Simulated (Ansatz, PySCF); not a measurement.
Breaking the Br1–Br2 bond in Br2 (multiplicity 1 held). Energies count from the point at 2.316 Å.


R- and RO- levels are restricted; in cc, def2 and unpolarised 6-31G sets they are followed outwards from rest. U- levels take the lowest unrestricted solution at each point, which mixes spins at long bonds. Curves can end on different states.

Rows in 3-21G carry no dispersion term and start afresh at each structure; the Pople sets are all-electron and without relativity.

Codes used: Ansatz (an electronic-structure program); PySCF for 3-21G rows. Values without a source in brackets are computed.

Q: One of these levels gives 129.21 kcal/mol for the energy at R = 9.263 Å. Name it.
A) R-HF/cc-pVTZ
B) R-HF/3-21G
C) U-r2SCAN/cc-pVTZ
D) U-B3LYP/cc-pVTZ

A: B, R-HF/3-21G. The others give 148.02 (R-HF/cc-pVTZ), 53.04 (U-r2SCAN/cc-pVTZ), 48.78 (U-B3LYP/cc-pVTZ)

Doubts at one or more of the structures used: a restricted determinant that unrestricted orbitals would lower (R-HF/3-21G, R-HF/cc-pVTZ); a spin-contaminated determinant (U-r2SCAN/cc-pVTZ, U-B3LYP/cc-pVTZ).
